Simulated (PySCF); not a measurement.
C3H6F3PS.
SMILES: `C[P@H](=S)CC(F)(F)F`

Theory: PySCF, TDDFT CAM-B3LYP/def2-SVPD, vertical, gas phase, core orbitals frozen in the response. Geometry: GFN2-xTB, one conformer, isolated molecule. Torsions of this conformer, `[CH3:1][P@H:2](=[S:3])[CH2:4][C:5]([F:6])([F:7])[F:8]`: C1–P2–C4–C5 -47°, P2–C4–C5–F6 -42°.

Computed states:

```csv
state,E (eV),f
S1,5.97,0.0011
S2,6.07,0.014
S3,6.21,0.010
S4,6.27,0.020
S5,6.30,0.059
S6,6.57,0.054
S7,6.79,0.026
S8,7.01,0.097
```

Each state is given a Gaussian of 0.5 eV full width at half maximum, with ε(max) = 2.175×10⁸ f / Δν̃ (Δν̃ the width in cm⁻¹). The width is an assumption, not a result. The curve ends short of the highest state used, and states not computed would add to its high-energy end.

**Question.** Give the broadened spectrum and its maxima.

**Answer.** 
λ (nm), ε (L mol⁻¹ cm⁻¹) and a bar:
```
    193.5       6779 ##############################
    194.3       6781 ##############################
    195.1       6747 ##############################
    195.9       6675 ##############################
    196.7       6561 #############################
    197.5       6404 ############################
    198.3       6206 ###########################
    199.1       5967 ##########################
    199.9       5693 #########################
    200.7       5389 ########################
    201.5       5059 ######################
    202.3       4712 #####################
    203.1       4354 ###################
    203.9       3991 ##################
    204.7       3629 ################
    205.5       3275 ##############
    206.3       2934 #############
    207.1       2609 ############
    207.9       2303 ##########
    208.7       2019 #########
    209.5       1758 ########
    210.3       1520 #######
    211.1       1306 ######
    211.9       1115 #####
    212.7        947 ####
    213.5        798 ####
    214.3        669 ###
    215.1        558 ##
    215.9        462 ##
    216.7        381 ##
    217.5        312 #
    218.3        255 #
    219.1        206 #
    219.9        166 #
    220.7        133 #
    221.5        106 
    222.3         84 
    223.1         67 
    223.9         52 
    224.7         41 
    225.5         32 
    226.3         25 
    227.1         19 
    227.9         14 
    228.7         11 
    229.5          8 
    230.3          6 
    231.1          5 
    231.9          4 
    232.7          3 
    233.5          2 
    234.3          1 
    235.1          1 
    235.9          1 
    236.7          1 
    237.5          0
```

Maxima: 194 nm (6.39 eV), ε about 6800, made up of S4 (13%), S5 (43%) and S6 (30%) (ε in L mol⁻¹ cm⁻¹; maxima over ε = 5, shares over 10%).

**Question.** Does any computed singlet lie in the visible range?

**Answer.** No computed singlet lies in the visible range (380 to 750 nm); the lowest, at 208 nm, stands 2.71 eV above its violet end (3.26 eV).

**Question.** Coming from long wavelengths, where does ε first pass 100 L mol⁻¹ cm⁻¹?

**Answer.** At about 222 nm (5.59 eV), 0.38 eV below S1.

**Question.** On this curve, what absorbance would a 10⁻⁴ mol/L sample give at 222 nm over a 1 cm path?

**Answer.** 222 nm is 5.585 eV, where ε is about 92 L mol⁻¹ cm⁻¹, so A = ε c l ≈ 0.0092 (Beer–Lambert, with the gas-phase spectrum and the assumed width).

Time: 57 s; peak memory 1.1 GiB. Hardware: Arm Neoverse V1, one thread, shared host with 32 logical CPUs at a one-minute load of 11.
